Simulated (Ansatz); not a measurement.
Geometry optimisation, RKS PBE/def2-SVP in Ansatz 0.2.0.

Input:

```yaml
crystal:
  periodic: [false, false, false]
  atoms:
    - { symbol: Hf, position_ang: [-0.57237, -0.229043, -0.50205] }
    - { symbol: "N", position_ang: [0.078018, 0.98159, 2.61055] }
    - { symbol: H, position_ang: [0.429602, 0.362347, 3.378715] }
    - { symbol: H, position_ang: [0.411177, 1.953579, 2.841991] }
    - { symbol: "N", position_ang: [1.293902, -0.741208, 0.169334] }
    - { symbol: H, position_ang: [2.008827, -1.329552, -0.279492] }
    - { symbol: H, position_ang: [1.687254, -0.276605, 1.013505] }
    - { symbol: "N", position_ang: [-0.789075, 1.653237, -1.278012] }
    - { symbol: H, position_ang: [-1.657312, 1.943504, -1.754945] }
    - { symbol: H, position_ang: [-0.159592, 2.472271, -1.265084] }
    - { symbol: "N", position_ang: [-1.168519, -1.627101, -1.866043] }
    - { symbol: H, position_ang: [-0.91424, -2.622228, -1.78985] }
    - { symbol: H, position_ang: [-1.706518, -1.511994, -2.739249] }
    - { symbol: Si, position_ang: [-2.57439, -0.460671, 1.213576] }
    - { symbol: H, position_ang: [-3.950593, -0.640151, 0.590136] }
    - { symbol: H, position_ang: [-2.480119, -1.615971, 2.202887] }
    - { symbol: H, position_ang: [-2.789605, 0.732293, 2.147847] }
    - { symbol: H, position_ang: [-0.972145, 0.999802, 2.746183] }
basis:
  gaussian: { orbitals: def2-SVP }
hamiltonian:
  xc: pbe
relax:
  f_tol: 0.03
  max_steps: 50
output:
  orbitals: {}
```

Run as:

```bash
$ ansatz run input.yaml --threads 4 --pin off --max-ram 5120MiB --backend cpu --events-out ev --progress --plain --runs-dir out
```

Q: Where does it end, and by what steps?

A: The run converged. After 21 steps the energy has fallen by 0.559 eV; H17 moved furthest, 1.05 Å. Joined: Hf1–N2 (3.40 → 2.49 Å).

```tsv
step	energy less start (eV)	largest force component (eV/Å)	accepted
0	0.0000	0.976	yes
1	-0.0742	0.873	yes
2	-0.2128	0.486	yes
3	-0.3532	0.496	yes
4	-0.4502	0.482	yes
5	-0.4808	0.764	yes
6	-0.4945	0.781	yes
7	-0.5160	0.301	yes
8	-0.5347	0.148	yes
9	-0.5290	0.615	no
10	-0.5428	0.067	yes
11	-0.5454	0.066	yes
12	-0.5472	0.048	yes
13	-0.5485	0.082	yes
14	-0.5502	0.115	yes
15	-0.5517	0.149	yes
16	-0.5532	0.101	yes
17	-0.5556	0.040	yes
18	-0.5569	0.106	yes
19	-0.5570	0.108	yes
20	-0.5580	0.056	yes
21	-0.5585	0.022	yes
```

```xyz
18
Properties=species:S:1:pos:R:3
Hf -0.499 -0.059 -0.141
N -0.088 1.140 2.003
H 0.032 0.495 2.797
H 0.714 1.787 2.015
N 1.390 -0.740 0.356
H 1.894 -1.418 -0.228
H 2.002 -0.486 1.139
N -0.687 1.756 -1.092
H -1.609 2.045 -1.450
H -0.006 2.464 -1.386
N -1.000 -1.457 -1.559
H -1.050 -2.470 -1.387
H -1.367 -1.294 -2.505
Si -2.753 -0.736 1.406
H -4.073 -0.368 0.742
H -2.915 -2.217 1.709
H -2.888 -0.095 2.790
H -0.923 1.698 2.232
```

Whether the end is a true minimum wasn't checked by a vibrational analysis.

Time of the run: 27 s on 4 threads of AMD EPYC 9R45 96-Core Processor (Zen 5) (shared host), peak memory 0.28 GiB.
